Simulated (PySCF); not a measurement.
A run for PySCF: R-MP2/6-31G* on CH6GaN (SMILES C[NH][GaH2]), a point of a torsion scan.

```python
from pyscf import gto, scf, dft, mp
from pyscf.data.elements import chemcore

mol = gto.M(
    atom='''
    C    -1.23105311    0.27858550    0.23413879
    N    -0.09910821   -0.59889792   -0.05885224
    Ga    1.56461241   -0.06183313   -0.53324884
    H    -2.07127611    0.09402033   -0.44337023
    H    -0.90537661    1.31481790    0.10421056
    H    -1.58281511    0.15511347    1.26383910
    H    -0.36063660   -1.57406479    0.04614575
    H     2.64583191   -1.13950090   -0.79896113
    H     1.82403773    1.46237174   -0.65328979
    ''',
    basis='6-31g*',
    cart=True,
    charge=0, spin=0, verbose=3, max_memory=1800)
mf = scf.RHF(mol)
mf.conv_tol = 1e-8
mf.max_cycle = 100
mf.kernel()
if not mf.converged:
    mf = mf.newton().run(mf.mo_coeff, mf.mo_occ)
pt = mp.MP2(mf, frozen=chemcore(mol)).run()
```

It printed:

```
converged SCF energy = -2018.75910755698
E(RMP2) = -2019.30485601323  E_corr = -0.545748456250547
E(SCS-RMP2) = -2019.28219750658  E_corr = -0.523089949598122
```

The run converged.

Cost: very roughly 1.9 core-seconds.
